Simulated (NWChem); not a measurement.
# SiNH4OF; SMILES N[SiH](O)F

```xyz
8

Si     0.0801     0.0276    -0.3705
N      0.5306    -1.4698     0.2823
O      0.9604     1.1875     0.4093
F     -1.4801     0.4405    -0.1321
H      0.2457    -0.0149    -1.8420
H      0.4198    -2.3385    -0.2238
H      0.6931    -1.6055     1.2724
H      0.5344     2.0452     0.4960
```
Atoms are numbered in this order, from 1.

All runs: NWChem. Geometry optimised at PBE0/def2-SVP; all other runs use it. Pople sets run with spherical d functions. Vzz has the sign of the potential's second derivative.

```
quantity                                                level       value
----------------------------------------  -------------------  ----------
highest occupied level (eV)                    B97-D/def2-SVP       -6.17
charge (e), Mulliken Si1                  Hartree-Fock/6-31G*  (withheld)
Vzz N2 (a.u.)                             Hartree-Fock/6-31G*      -0.930
isotropic polarisability (bohr³), static      PBE/aug-cc-pVDZ  (withheld)
dipole (D)                                      PBE0/def2-SVP  (withheld)
highest harmonic frequency (cm⁻¹)               PBE0/def2-SVP        3938
```

Problem. Some entries are withheld; supply them.

Solution. 
- charge (e), Mulliken Si1, value: 1.44
- isotropic polarisability (bohr³), static, value: 41.3
- dipole (D), value: 0.88
